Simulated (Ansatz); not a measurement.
`[CH3][GeH]([F])[SiH3]` + `C#CO[SiH2]F` → `C#[C][GeH]([CH3])[F]` + `F[SiH2]O[SiH3]`  (redistribution)

Computed with Ansatz on PBE0-D4/def2-TZVP structures; ΔE is electronic, products minus reactants. CBS: MP2 limit from def2 TZ/QZ plus the TZ coupled-cluster correction, frozen cores. DFT in def2-TZVPP. B3LYP here is the variant with VWN-RPA as its local correlation; programs differ in this. For Ge outer-core shells are correlated without core-valence functions, which leaves a few kJ/mol of doubt a bond. Scalar relativity is left out up to krypton. Each species was taken in one conformer, which may not be the lowest.

`[CH3][GeH]([F])[SiH3]`:

Z-matrix (Å, degrees):
```
C
Ge 1 1.944
H 1 1.090 2 110.1
H 1 1.092 2 110.2 3 -120.2
H 1 1.091 2 109.6 3 120.0
F 2 1.757 1 105.5 3 -62.4
Si 2 2.388 1 115.0 3 53.7
H 2 1.543 1 111.4 3 -175.6
H 7 1.485 2 110.3 1 -174.7
H 7 1.486 2 109.6 1 -53.7
H 7 1.488 2 109.0 1 65.5
```

`C#CO[SiH2]F`:

```xyz
8

C    -0.679   -2.082   -0.672
C    -0.129   -1.242   -0.019
O     0.469   -0.344    0.696
Si    0.358    1.279    0.332
F     1.229    1.983    1.449
H    -1.160   -2.838   -1.243
H    -1.045    1.715    0.451
H     0.957    1.528   -0.992
```

`C#[C][GeH]([CH3])[F]`:

```xyz
10

C     0.435    1.510   -2.180
C     0.152    1.109   -1.079
Ge   -0.243    0.444    0.654
C     0.077   -1.457    0.774
F    -1.953    0.687    0.883
H     0.675    1.869   -3.155
H     0.448    1.300    1.721
H     1.135   -1.669    0.616
H    -0.219   -1.823    1.757
H    -0.506   -1.971    0.009
```

`F[SiH2]O[SiH3]`:

Z-matrix (Å, degrees):
```
Si
O 1 1.616
F 1 1.594 2 109.6
H 1 1.480 2 110.5 3 117.7
H 1 1.476 2 108.7 3 -117.5
Si 2 1.641 1 148.9 3 -67.9
H 6 1.483 2 109.6 1 90.2
H 6 1.486 2 109.9 1 -30.3
H 6 1.482 2 108.1 1 -150.1
```

| level | ΔE (kJ/mol) | difference from CCSD(T)/CBS |
| --- | --- | --- |
| PBE0-D4 | -187.8 | 35.6 |
| B3LYP-D4 | -203.2 | 20.2 |
| PBE | -173.9 | 49.5 |
| BLYP | -193.3 | 30.1 |
| r2SCAN | -200.8 | 22.6 |
| r2SCANh | -203.1 | 20.3 |
| CAM-B3LYP | -210.7 | 12.7 |
| MP2/def2-TZVPP | -236.2 | -12.8 |
| HF/CBS(def2) | -242.8 | -19.4 |
| MP2/CBS(def2) | -234.5 | -11.1 |
| CCSD(T)/CBS | -223.4 | 0 |

**Question.** What do rigid-rotor, harmonic-oscillator terms from PBE0-D4/def2-TZVP frequencies (298.15 K, 1 bar) make of the CCSD(T)/CBS value? (An estimate is asked.)

**Answer.** Ansatz gave: ΔZPE = +3.4 kJ/mol, ΔH = -220.5 kJ/mol, ΔS = 6 J/(mol·K), ΔG = -222.4 kJ/mol. Modes under 50 cm⁻¹ make the entropy rough.

Largest T1 diagnostic among the species: 0.013.

In def2-TZVPP, CCSD(T) changes the Hartree–Fock value by +15.7 kJ/mol (the triples alone add +2.8 kJ/mol) and MP2 by +4.6 kJ/mol. Leaving LDA and LC-ωPBE aside and taking each functional with its dispersion term where it has one, the values, not all of them listed here, spread over 45.6 kJ/mol, from BHLYP-D4 to PBE-D4. LDA lies +8.6 kJ/mol from PBE without D4. From BLYP to BHLYP (50 % exact exchange), in def2-TZVPP and without D4, ΔE moves by −26.5 kJ/mol.
